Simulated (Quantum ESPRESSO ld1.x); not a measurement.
Question: Coherent X-ray form factor from a spherical all-electron density. Method: non-relativistic Kohn-Sham, PBE, spin-unpolarised, spherical densities, point nucleus; computed with ld1.x of Quantum ESPRESSO 7.5.

| sin(theta)/lambda (1/angstrom) | f0 (electrons) |
|---|---|
| 0.05 | 79.212 |
| 0.1 | 77.011 |
| 0.15 | 73.802 |
| 0.2 | 70.046 |
| 0.25 | 66.114 |
| 0.3 | 62.242 |
| 0.4 | 55.130 |
| 0.5 | 49.099 |
| 0.6 | 44.108 |
| 0.8 | 36.359 |
| 1 | 30.261 |
| 1.25 | 24.113 |
| 1.5 | 19.641 |
| 2 | 14.763 |

The species is in the configuration that NIST lists as its ground one. Which atom or ion scatters so?

Answer: The bismuth ion Bi3+, [Hg]. Extrapolating in s^2 from the first two rows gives f0(0) = 79.9, near the electron count 80; among species with that count, the fall with angle is slower the higher Z, and the table is that of Z = 83; from so few rows the species is fixed only to a neighbour or two.
